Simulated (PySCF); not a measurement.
## Orbital picture of GeF⁺

r²SCAN at R = 1.714 Å; basis Ge cc-pVDZ-PP with ECP10, F cc-pVDZ; scalar-relativistic core potentials; PySCF 2.14. State: ¹Σ⁺ (singlet), closed shell. Only the outer orbitals are listed, counted within each symmetry, core potentials removing the inner ones.

| orbital | occ. | ε (eV) | on Ge (%) | main shells (%) |
| --- | --- | --- | --- | --- |
| 5σ | 2 | -37.57 | 26 | 73 F s, 22 Ge d |
| 6σ | 2 | -21.35 | 60 | 59 Ge s, 35 F p |
| 3π | 2 | -17.56 | 10 | 90 F p |
| 3π | 2 | -17.56 | 10 | 90 F p |
| 7σ | 2 | -16.90 | 53 | 46 F p, 34 Ge s, 18 Ge p |
| 4π | 0 | -10.72 | 93 | 92 Ge p |
| 4π | 0 | -10.72 | 93 | 92 Ge p |
| 8σ | 0 | -6.92 | 92 | 80 Ge p, 9 Ge d, 9 F p |

Problem. Which are the highest filled and the lowest empty level, where do they sit, and how wide is the gap?

Solution. Highest filled 7σ at -16.90 eV (in %: 46 F p, 34 Ge s, 18 Ge p); lowest empty 4π at -10.72 eV (in %: 92 Ge p); the gap at r²SCAN is 6.18 eV.

| Quantity | Value |
| --- | --- |
| bond order (Mayer) | 1.33 |
| ⟨S²⟩ | 0.000 |
| charge on Ge (Mulliken, basis-dependent) | 1.21 |
| charge on Ge (Löwdin, basis-dependent) | 1.21 |
| dipole moment (positive dipole points towards F; it is taken about the centre of mass and depends on that origin) | -2.87 D |
